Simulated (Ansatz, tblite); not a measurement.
Removing and adding an electron: Pb3Se3 (the lowest singlet isomer of a short search). Charge 0, multiplicity 1. Geometry: r2SCAN-D4/def2-SVP. Ansatz, gas phase; energy differences of separate SCF runs; the oxidised species was run as a doublet alone; the reduced species was run as a doublet alone.

```xyz
6

Pb    0.556   -1.137    1.348
Pb    0.014   -0.135   -1.844
Pb   -1.052    2.348    0.915
Se    1.093   -2.440   -0.951
Se    1.404    1.465    0.222
Se   -2.015   -0.102    0.310
```

In the def2 sets Pb takes a core potential; there is no spin–orbit coupling. The xTB rows come from tblite. HOMO above LUMO, or a gap near zero within one spin, warns that the state may not be the lowest or that an electron is smeared out. The structure comes from a short search, and lower isomers may exist.

```csv
level,−HOMO (eV),vertical IE (eV),−LUMO (eV),vertical EA (eV),HOMO–LUMO gap (eV),IE − EA (eV),remarks
GFN1-xTB,7.58,10.30,6.01,3.49,1.58,6.81,–
GFN2-xTB,9.74,12.09,8.74,6.31,0.99,5.78,–
PBE-D4/def2-TZVP,5.04,7.26,3.49,1.50,1.55,5.76,"HOMO above zero (-1 doublet), gap within one spin near zero (+1 doublet)"
r2SCAN-D4/def2-TZVP,5.26,7.38,3.47,1.67,1.79,5.72,HOMO above zero (-1 doublet)
PBE0-D4/def2-TZVP,5.97,7.38,2.93,1.61,3.05,5.77,–
```

   A HOMO above zero means that the electron is unbound at that level or that self-interaction error raises the level; the energy of removing that electron tells which. Raw xTB energy differences between charge states are shifted by several eV; the methods need an empirical correction for them. Sets without diffuse functions give affinities that are too small.
